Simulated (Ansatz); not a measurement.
Cost and result up the ladder for tetraphenylethylene, `c1ccc(C(=C(c2ccccc2)c2ccccc2)c2ccccc2)cc1` (46 atoms). The state is a singlet with charge 0. Geometry: PBE-D4/def2-SVP.

Cartesian coordinates in Å:
```
C 0.3788 3.6539 2.9796
C 0.8031 3.6603 1.6404
C 0.5335 2.5663 0.8092
C -0.1680 1.4405 1.2982
C -0.4727 0.2794 0.4183
C 0.4729 -0.2796 -0.4181
C 1.9218 0.0413 -0.3055
C 2.5731 0.0587 0.9492
C 3.9398 0.3479 1.0441
C 4.6868 0.6272 -0.1124
C 4.0565 0.5999 -1.3668
C 2.6909 0.2999 -1.4635
C 0.1121 -1.2436 -1.4931
C -0.9789 -1.0010 -2.3589
C -1.3023 -1.9067 -3.3765
C -0.5436 -3.0760 -3.5517
C 0.5514 -3.3234 -2.7081
C 0.8821 -2.4119 -1.6963
C -1.8656 -0.2384 0.5006
C -2.9622 0.6539 0.5191
C -4.2769 0.1751 0.5996
C -4.5223 -1.2049 0.6843
C -3.4406 -2.1013 0.6918
C -2.1275 -1.6241 0.6006
C -0.6107 1.4579 2.6409
C -0.3311 2.5485 3.4754
H 0.5940 4.5130 3.6335
H 1.3451 4.5297 1.2376
H 0.8637 2.5770 -0.2398
H 1.9928 -0.1636 1.8565
H 4.4288 0.3498 2.0305
H 5.7606 0.8578 -0.0366
H 4.6346 0.8119 -2.2795
H 2.2016 0.2729 -2.4490
H -1.5728 -0.0847 -2.2279
H -2.1520 -1.6953 -4.0438
H -0.8005 -3.7893 -4.3499
H 1.1554 -4.2342 -2.8411
H 1.7451 -2.6058 -1.0412
H -2.7734 1.7366 0.4594
H -5.1177 0.8858 0.5986
H -5.5546 -1.5811 0.7526
H -3.6220 -3.1840 0.7754
H -1.2833 -2.3290 0.6112
H -1.1731 0.5961 3.0312
H -0.6727 2.5367 4.5220
```

Ansatz on 2 threads of AMD EPYC 7R13 on a shared host and a share (18 GiB) of an NVIDIA H100 80GB HBM3. Times are rough, and most runs start from the orbitals of an earlier one. r2SCAN0-D4/def2-TZVP serves as the yardstick here, not as an exact answer. Differences are given only for rows in sets of like size (and for xTB, whose basis is part of the method), since another set adds its own error. Binding counts from free atoms at the same level (C triplet, H doublet; other spins of the atoms weren't run), without zero-point energy or a counterpoise term.

B3LYP takes the VWN-RPA correlation. Correlated methods freeze 26 core orbitals. The rows differ in basis, and correlated rows in double-zeta sets carry the largest basis error. Single mean-field runs in def2-SVP, def2-TZVP are fitted with def2-universal-jkfit.

Run but left out: HF/6-31G, HF/def2-TZVP (restricted singlet, unstable in another Hartree–Fock run and untested here).

Correlated methods converge slowly with the basis, most of all in double-zeta sets.

| level | functions | wall time |
| --- | --- | --- |
| PBE-D4/def2-SVP | 464 | 3.1 s |
| PBE0-D4/def2-SVP | 464 | 3.2 s |
| PBE0-D4/def2-TZVP | 926 | 4.2 s |
| B3LYP-D4/6-31G | 274 | 4.4 s |
| PBE-D4/def2-TZVP | 926 | 4.5 s |
| r2SCAN0-D4/def2-TZVP | 926 | 6 s |
| MP2/def2-SVP | 464 | 6.5 s |
| r2SCAN-D4/def2-TZVP (with forces) | 926 | 8 s |

(1) Estimate what each level gives for the binding energy per atom (eV).

Answers

(1) 
| level | binding energy per atom (eV) | difference from r2SCAN0-D4/def2-TZVP (eV) | remarks |
| --- | --- | --- | --- |
| PBE-D4/def2-SVP | 5.54 | – | – |
| PBE0-D4/def2-SVP | 5.43 | – | – |
| PBE0-D4/def2-TZVP | 5.35 | 0.14 | – |
| B3LYP-D4/6-31G | 5.18 | – | – |
| PBE-D4/def2-TZVP | 5.46 | 0.26 | – |
| r2SCAN0-D4/def2-TZVP | 5.20 | 0.00 | – |
| MP2/def2-SVP | 5.22 | – | restricted SCF unstable |
| r2SCAN-D4/def2-TZVP (with forces) | 5.29 | 0.09 | – |
